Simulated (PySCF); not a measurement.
Gas-phase reaction: 2 Ga2O + 6 Br2 ⇌ 4 GaBr3 + O2

Method: PySCF energies (xtb for GFN2) plus ideal-gas RRHO corrections (1 bar). † marks an energy on the PBE0/def2-TZVP geometry and frequencies; other levels use their own. MP2 and CCSD(T) freeze the core. Open shells (unrestricted): O2 (multiplicity 3); the rest are closed-shell singlets. GFN2 has no spin-polarisation term. B3LYP is the form with VWN-RPA correlation. Br, Ga: all electrons, no relativistic terms. MP2 isn't extrapolated to the basis-set limit; its ΔH°(298 K) is -1522.3 kJ in def2-SVP and -1431.6 kJ in def2-TZVPP. CCSD(T) isn't extrapolated to the basis-set limit; its ΔH°(298 K) is -1400.3 kJ in def2-SVP and -1350.5 kJ in def2-TZVPP. The harmonic model lacks anharmonicity and excited electronic states, which grow with temperature; levels with a mode under 35 cm⁻¹ are left out. Soft modes under 120 cm⁻¹ make the harmonic entropy rough for Ga2O, GaBr3.

| level | ΔE electronic, kJ | ΔH°(298 K), kJ | ΔS°(298 K), J/K | ΔG°(1800 K), kJ |
|---|---|---|---|---|
| B3LYP/def2-TZVP† | -1146 | -1136 | -398 | -450 |
| CCSD(T)/def2-SVP† | -1411 | -1400 | -398 | -715 |
| CCSD(T)/def2-TZVPP† | -1361 | -1350 | -398 | -665 |
| GFN2-xTB | -550 | -538 | -361 | 84 |
| MP2/def2-SVP† | -1533 | -1522 | -398 | -837 |
| MP2/def2-TZVPP† | -1442 | -1432 | -398 | -746 |
| PBE/def2-SVP | -1242 | -1232 | -402 | -539 |
| PBE0/def2-QZVP† | -1289 | -1279 | -398 | -593 |
| LDA/def2-TZVP† | -1270 | -1259 | -398 | -574 |
| ωB97M-V/def2-TZVP† | -1269 | -1258 | -398 | -573 |
| ωB97X-V/def2-TZVP† | -1349 | -1339 | -398 | -654 |
ΔH° is lowest at MP2/def2-SVP† and highest at GFN2-xTB. No reference value is set beside these.
